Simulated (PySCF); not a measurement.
Question: What does the PBE0-D3(BJ)/def2-SVP structure of InChI=1S/C3H4BF2N/c5-4(6)2-1-3-7/h1-3,7H/b2-1+,7-3- look like in three dimensions?

Answer: 
```xyz
11
C3H4BF2N angstrom
N     -2.641    0.870    0.144
C     -1.693    0.054    0.379
C     -0.280    0.243    0.043
C      0.685   -0.652    0.326
B      2.165   -0.397   -0.048
F      3.114   -1.262    0.256
F      2.531    0.701   -0.689
H     -2.277    1.708   -0.327
H     -1.944   -0.894    0.884
H     -0.020    1.180   -0.469
H      0.405   -1.580    0.838
```

Any rigid rotation of these coordinates is as good. Atoms count from 1 in this order. The C–C distances run from 1.346 Å (C3=C4, drawn double) to 1.465 Å (C2–C3, drawn single), a spread of 0.119 Å. Of the pairs four or more bonds apart, H8···H10 is among the closest relative to their van der Waals radii: 2.32 Å, 97 % of the sum of Bondi's values. B5 (three-coordinate boron) is planar (angles 121.6°, 121.2° and 117.2°, sum 360.0°, 0.00 Å off the plane of its three neighbours). The 7 heavy atoms lie in one plane (0.011 Å rms).

Bonds between heavy atoms (Å): N1=C2 1.272, C2–C3 1.465, C3=C4 1.346, C4–B5 1.548, B5–F6 1.320, B5–F7 1.323.

Computed with PBE0-D3(BJ)/def2-SVP geometry optimisation, gas phase (PySCF).

PBE0-D3(BJ)/def2-SVP frequencies: not computed here. One conformer, not necessarily the lowest (N1–C2–C3–C4 179°).
